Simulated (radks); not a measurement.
The silicon ion Si2+, configuration [Ne] 3s2.

Calculated with a radial shooting solver on a logarithmic mesh with Libxc functionals: non-relativistic Kohn-Sham, PBE, spin-polarised, spherical densities, point nucleus.

Energy parts (hartree):
total: -288.32973
kinetic: 287.93855
electron-nucleus: -678.17321
Hartree: 121.99079
exchange-correlation: -20.08586

Orbitals (lengths in bohr, moments of r in powers of bohr; r(90%) holds 90 % of the orbital's charge):
| orbital | occ. | eigenvalue (hartree) | r(90%) |
|---|---|---|---|
| 1s | 2 | -66.26249 | 0.199 |
| 2s | 2 | -5.88519 | 0.896 |
| 2p | 6 | -4.29748 | 0.901 |
| 3s | 2 | -1.04653 | 2.91 |

The highest occupied level is 3s at -28.478 eV. Summed over all electrons, <r^2> = 11.75 bohr^2, which gives a Langevin (diamagnetic) susceptibility term of -9.31 x 10^-6 cm^3/mol. Virial ratio -V/T = 2.00136. The electron density at the nucleus is 1772 e/bohr^3. The density falls to 0.001 e/bohr^3 at r = 3.43 bohr.
